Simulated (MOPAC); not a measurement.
MOPAC input (PM7):

```
PM7 FORCE THERMO(298,298) PRECISE LET UHF MS=0.5 GEO-OK AUX(PRECISION=9) THREADS=1
C2H9Si2

C     2.64995177 1   -0.07415966 1    0.05343755 1
Si    1.00108292 1    0.50971220 1    0.51097767 1
C    -0.23146592 1   -0.50435508 1   -0.47091098 1
Si   -2.05967527 1   -0.19617626 1   -0.27319965 1
H     3.20743423 1    0.33730434 1   -0.77284188 1
H     3.14627842 1   -0.88352966 1    0.56472439 1
H     0.88589695 1    1.93007757 1    0.20194922 1
H     0.80618666 1    0.33841867 1    1.94583834 1
H     0.03027465 1   -0.38445274 1   -1.56358473 1
H    -0.03020947 1   -1.59211795 1   -0.24038732 1
H    -2.50551574 1   -0.43168208 1    1.09333647 1
H    -2.42572788 1    1.16168416 1   -0.65246794 1
H    -2.77635413 1   -1.11638137 1   -1.14580799 1
```

From the output:

```
     H   13   3.086014

          HEAT OF FORMATION =      20.038641 KCALS/MOLE

          ZERO POINT ENERGY      55.503 KCAL/MOL

           NORMAL COORDINATE ANALYSIS (Total motion = 1 Angstrom)

   Root No.       1         2         3         4         5         6         7         8

                 1 A"      2 A"      3 A"      1 A'      2 A'      4 A"      3 A'      5 A"

                  39.5      57.9     131.8     162.9     240.2     520.7     573.6     583.2

           1   -0.0000    0.0000    0.0000    0.0048   -0.0570   -0.0000   -0.0104    0.0000
           2    0.0000   -0.0000   -0.0000    0.0862   -0.0500    0.0000   -0.0051   -0.0000
           3   -0.0073    0.0580    0.0099    0.0000    0.0000   -0.0081   -0.0000    0.0005
           4    0.0000   -0.0000    0.0000    0.0050   -0.0487    0.0000   -0.0068    0.0000
           5   -0.0000    0.0000   -0.0000   -0.0509   -0.0076   -0.0000   -0.0452   -0.0000
           6    0.0131   -0.0271    0.0077   -0.0000    0.0000    0.0229   -0.0000    0.0099
           7   -0.0000   -0.0000   -0.0000    0.0132    0.0530    0.0000   -0.0358   -0.0000
           8    0.0000    0.0000    0.0000   -0.0526   -0.0311   -0.0000    0.0567    0.0000
           9   -0.0102   -0.0540   -0.0437   -0.0000   -0.0000    0.0014    0.0000   -0.0139
          10   -0.0000    0.0000    0.0000   -0.0097    0.0505    0.0000    0.0241   -0.0000
          11    0.0000   -0.0000   -0.0000    0.0296    0.0441   -0.0000    0.0277    0.0000
          12   -0.0037    0.0244    0.0072    0.0000    0.0000   -0.0000    0.0000   -0.0128
          13    0.0269   -0.0438   -0.0006    0.0069   -0.0586    0.0614   -0.0098    0.0449
          14    0.3985    0.0082    0.0038    0.1446   -0.0836   -0.0150    0.0438   -0.0076
          15   -0.0191    0.0865    0.0103   -0.0003    0.0008   -0.0510    0.0002   -0.0313
          16   -0.0269    0.0438    0.0006    0.0069   -0.0586   -0.0614   -0.0098   -0.0449
          17   -0.3985   -0.0082   -0.0038    0.1446   -0.0836    0.0150    0.0438    0.0076
          18   -0.0191    0.0865    0.0103    0.0003   -0.0008   -0.0510   -0.0002   -0.0313
          19   -0.0097   -0.0509    0.0008   -0.0217   -0.0638   -0.1012    0.0139   -0.0717
          20   -0.0134    0.0045   -0.0349   -0.0655   -0.0198    0.1752   -0.0209    0.0116
          21    0.0164   -0.0505    0.0289   -0.0007    0.0010   -0.1291   -0.0039   -0.0280
          22    0.0097    0.0509   -0.0008   -0.0217   -0.0638    0.1012    0.0139    0.0717
          23    0.0134   -0.0045    0.0349   -0.0655   -0.0198   -0.1752   -0.0209   -0.0116
          24    0.0164   -0.0505    0.0289    0.0007   -0.0010   -0.1291    0.0039   -0.0280
          25    0.0058    0.0416    0.0312    0.0000    0.0626    0.0451   -0.0444   -0.0843
          26   -0.0123   -0.0258   -0.0283   -0.0646   -0.0254   -0.0767    0.0342    0.0474
          27   -0.0199   -0.0901   -0.0755   -0.0018   -0.0032   -0.0710    0.0069    0.0649
          28   -0.0058   -0.0416   -0.0312    0.0000    0.0626   -0.0451   -0.0444    0.0843
          29    0.0123    0.0258    0.0283   -0.0646   -0.0254    0.0767    0.0342   -0.0474
          30   -0.0199   -0.0901   -0.0755    0.0018    0.0032   -0.0710   -0.0069    0.0649
          31   -0.0084   -0.0672    0.0245    0.0147    0.0736    0.0361   -0.0767   -0.1702
          32    0.0188    0.0595   -0.1848    0.0628    0.0776    0.0047   -0.1189   -0.0402
          33    0.0093    0.0888   -0.0871   -0.0000    0.0001   -0.0196   -0.0044    0.0715
          34    0.0084    0.0672   -0.0245    0.0147    0.0736   -0.0361   -0.0767    0.1702
          35   -0.0188   -0.0595    0.1848    0.0627    0.0776   -0.0047   -0.1189    0.0402
          36    0.0093    0.0888   -0.0871    0.0000   -0.0001   -0.0196    0.0044    0.0715
          37   -0.0000   -0.0000    0.0000   -0.0836   -0.0290   -0.0000    0.3027    0.0000
          38    0.0000    0.0000   -0.0000    0.0368    0.0520    0.0000   -0.0036   -0.0000
          39   -0.0259   -0.0408    0.2345    0.0000    0.0000   -0.0147   -0.0000    0.0858

   Root No.       9        10        11        12        13        14        15        16

                 6 A"      4 A'      5 A'      6 A'      7 A'      7 A"      8 A"      8 A'

                 660.2     687.2     760.2     784.1     790.2     816.3     824.7     833.8

           1   -0.0000   -0.0028    0.1793    0.0136    0.0061   -0.0000    0.0000   -0.0066
           2    0.0000    0.0099    0.0038   -0.0345   -0.0138    0.0000   -0.0000   -0.0575
           3   -0.0071   -0.0000   -0.0000   -0.0000   -0.0000   -0.0455    0.0218   -0.0000
           4    0.0000    0.0088   -0.0779   -0.0205   -0.0073    0.0000   -0.0000    0.0168
           5   -0.0000    0.0169    0.0043    0.0041   -0.0329   -0.0000    0.0000    0.0215
           6    0.0029    0.0000    0.0000    0.0000   -0.0000    0.0094   -0.0174   -0.0000
           7    0.0000    0.0542   -0.0209    0.0298    0.0859    0.0000    0.0000   -0.0180
           8   -0.0000   -0.0335   -0.0081   -0.0219    0.0972   -0.0000   -0.0000   -0.0074
           9    0.0114   -0.0000    0.0000   -0.0000    0.0000    0.0243    0.0568    0.0000
          10   -0.0000   -0.0289    0.0101   -0.0121   -0.0348   -0.0000   -0.0000    0.0057
          11    0.0000    0.0122    0.0057    0.0038   -0.0150    0.0000    0.0000    0.0006
          12   -0.0105    0.0000   -0.0000    0.0000    0.0000   -0.0060   -0.0155    0.0000
          13   -0.0860   -0.0032    0.1580    0.0118    0.0040   -0.1748    0.0912    0.0082
          14    0.0117   -0.0710   -0.0508    0.1585    0.0347    0.0012   -0.0020    0.2111
          15    0.0545    0.0001   -0.0035    0.0010    0.0004    0.0800   -0.0441   -0.0030
          16    0.0860   -0.0032    0.1580    0.0118    0.0040    0.1748   -0.0912    0.0082
          17   -0.0117   -0.0710   -0.0508    0.1585    0.0347   -0.0012    0.0020    0.2111
          18    0.0545   -0.0001    0.0035   -0.0010   -0.0004    0.0800   -0.0441    0.0030
          19    0.1656   -0.0747   -0.1505    0.1362   -0.0693   -0.1398   -0.0066   -0.1598
          20    0.1215   -0.0512   -0.0527    0.1141   -0.0529   -0.0643   -0.0691   -0.1345
          21   -0.0014    0.0051    0.0014   -0.0020   -0.0125   -0.0105    0.0229    0.0193
          22   -0.1656   -0.0747   -0.1505    0.1362   -0.0693    0.1398    0.0066   -0.1598
          23   -0.1215   -0.0512   -0.0527    0.1141   -0.0529    0.0643    0.0691   -0.1345
          24   -0.0014   -0.0051   -0.0014    0.0020    0.0125   -0.0105    0.0229   -0.0193
          25    0.0009    0.0370   -0.0095    0.0434    0.1096    0.0319    0.1009   -0.0172
          26   -0.0574   -0.0449   -0.0041   -0.0151    0.1216   -0.0464   -0.0943   -0.0029
          27   -0.0251   -0.0088   -0.0011   -0.0080    0.0022   -0.0237   -0.0627    0.0007
          28   -0.0009    0.0370   -0.0095    0.0434    0.1096   -0.0319   -0.1009   -0.0172
          29    0.0574   -0.0449   -0.0041   -0.0151    0.1216    0.0464    0.0943   -0.0029
          30   -0.0251    0.0088    0.0011    0.0080   -0.0022   -0.0237   -0.0627   -0.0007
          31   -0.0841   -0.0800   -0.0053   -0.0210    0.0255   -0.0270   -0.0664    0.0024
          32   -0.0205   -0.0917   -0.0088   -0.0302    0.0702    0.0051    0.0115    0.0038
          33    0.0309   -0.0122    0.0017   -0.0084    0.0027    0.0133    0.0310    0.0033
          34    0.0841   -0.0800   -0.0053   -0.0210    0.0255    0.0270    0.0664    0.0024
          35    0.0205   -0.0917   -0.0088   -0.0302    0.0702   -0.0051   -0.0115    0.0038
          36    0.0309    0.0122   -0.0017    0.0084   -0.0027    0.0133    0.0310   -0.0033
          37    0.0000    0.1893    0.0157    0.0503   -0.0603    0.0000    0.0000   -0.0014
          38   -0.0000   -0.0112    0.0044   -0.0029   -0.0065   -0.0000   -0.0000    0.0012
          39    0.0431   -0.0000    0.0000   -0.0000    0.0000    0.0384    0.0878    0.0000

   Root No.      17        18        19        20        21        22        23        24

                 9 A'     10 A'     11 A'      9 A"     10 A"     12 A'     13 A'     14 A'

                 850.7     860.2     869.2     872.5     962.8    1173.5    1264.3    1301.1

           1   -0.0009    0.0006    0.0008   -0.0000   -0.0000   -0.0039    0.0015   -0.0558
           2   -0.0058    0.0009    0.0004    0.0000    0.0000    0.0056   -0.0012    0.0015
           3   -0.0000   -0.0000   -0.0000   -0.0009    0.0034   -0.0000    0.0000    0.0000
           4    0.0155   -0.0004    0.0004    0.0000   -0.0000    0.0065   -0.0019   -0.0034
           5   -0.0132    0.0004    0.0015   -0.0000    0.0000   -0.0028   -0.0003   -0.0005
           6   -0.0000    0.0000    0.0000    0.0032   -0.0111   -0.0000   -0.0000    0.0000
           7   -0.0023   -0.0104   -0.0108   -0.0000    0.0000   -0.0569    0.0425    0.0051
           8   -0.0060    0.0008   -0.0106    0.0000    0.0000   -0.0555   -0.0427    0.0034
           9   -0.0000   -0.0000   -0.0000   -0.0173   -0.0000   -0.0000   -0.0000   -0.0000
          10    0.0016   -0.0204   -0.0100   -0.0000    0.0000   -0.0023    0.0004   -0.0001
          11    0.0023    0.0068   -0.0140    0.0000   -0.0000    0.0065    0.0011   -0.0003
          12    0.0000    0.0000    0.0000   -0.0114    0.0100    0.0000   -0.0000   -0.0000
          13    0.0058    0.0003    0.0011   -0.0048    0.0147    0.0180   -0.0021    0.3586
          14    0.0145   -0.0020    0.0003    0.0003    0.0000   -0.0160    0.0040   -0.0104
          15   -0.0021   -0.0001   -0.0003    0.0026   -0.0074   -0.0118    0.0019   -0.2464
          16    0.0058    0.0003    0.0011    0.0048   -0.0147    0.0180   -0.0021    0.3587
          17    0.0145   -0.0020    0.0003   -0.0003   -0.0000   -0.0160    0.0040   -0.0104
          18    0.0021    0.0001    0.0003    0.0026   -0.0074    0.0118   -0.0019    0.2464
          19   -0.2059    0.0018   -0.0093    0.0138   -0.0114   -0.0043    0.0046    0.0087
          20    0.2509   -0.0106    0.0281    0.0217   -0.0408   -0.0062    0.0063    0.0039
          21   -0.2394    0.0070   -0.0197   -0.0044    0.0078   -0.0032   -0.0021    0.0053
          22   -0.2059    0.0018   -0.0093   -0.0138    0.0114   -0.0043    0.0046    0.0087
          23    0.2509   -0.0106    0.0281   -0.0217    0.0408   -0.0062    0.0063    0.0039
          24    0.2394   -0.0070    0.0197   -0.0044    0.0078    0.0032    0.0021   -0.0053
          25   -0.0043   -0.0188   -0.0223   -0.0165   -0.2734    0.2756   -0.2389   -0.0154
          26   -0.0112    0.0005   -0.0198    0.0364   -0.2607    0.2694    0.2424   -0.0126
          27   -0.0006    0.0024   -0.0006    0.0149    0.0003    0.0036    0.2848    0.0020
          28   -0.0043   -0.0188   -0.0223    0.0165    0.2734    0.2756   -0.2389   -0.0154
          29   -0.0112    0.0005   -0.0198   -0.0364    0.2607    0.2694    0.2424   -0.0126
          30    0.0006   -0.0024    0.0006    0.0149    0.0003   -0.0036   -0.2848   -0.0020
          31   -0.0008    0.3204    0.0711    0.0935    0.0441   -0.0069   -0.0067    0.0002
          32   -0.0341   -0.0946    0.2441    0.2145    0.0156   -0.0026   -0.0031   -0.0001
          33   -0.0142   -0.2295    0.0665    0.0370   -0.0078   -0.0022    0.0033    0.0000
          34   -0.0008    0.3204    0.0711   -0.0935   -0.0441   -0.0069   -0.0067    0.0002
          35   -0.0341   -0.0946    0.2441   -0.2145   -0.0156   -0.0026   -0.0031   -0.0001
          36    0.0142    0.2295   -0.0665    0.0370   -0.0078    0.0022   -0.0033   -0.0000
          37   -0.0284    0.0878    0.3045    0.0000    0.0000    0.0436    0.0051   -0.0015
          38    0.0034   -0.0065   -0.0337   -0.0000   -0.0000    0.0015   -0.0002    0.0000
          39   -0.0000   -0.0000   -0.0000    0.3449    0.0061    0.0000    0.0000   -0.0000

   Root No.      25        26        27        28        29        30        31        32

                11 A"     15 A'     12 A"     16 A'     17 A'     13 A"     18 A'     14 A"
```
